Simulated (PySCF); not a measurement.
He (helium, neutral) across methods

1s2, closed-shell 1S. All numbers are calculated (PySCF 2.14, the non-relativistic Hamiltonian (point nucleus), in aug-cc-pVQZ (5s4p3d2f, 46 functions)). The B2PLYP total includes its PT2 part (frozen core); its orbital energies are those of the SCF part.

```
method  E (hartree)  mean ε 1s (eV)  Σ⟨r²⟩ (bohr²)   ⟨S²⟩
  PBE0      -2.8950         -18.220          2.459  0.000
   M06      -2.9099         -18.267          2.421  0.000
   UHF     -2.86152         -24.978          2.372  0.000
 B3LYP      -2.9151         -18.004          2.475  0.000
   LDA      -2.8347         -15.521          2.574  0.000
B2PLYP      -2.9046         -20.902          2.429  0.000
   PBE      -2.8928         -15.762          2.509  0.000
r2SCAN      -2.9048         -16.537          2.440  0.000
```

Q: Estimate the same row for r2SCAN0.

A: E (hartree) = -2.9033; mean ε 1s (eV) = -18.770; Σ⟨r²⟩ (bohr²) = 2.417; ⟨S²⟩ = 0.000.
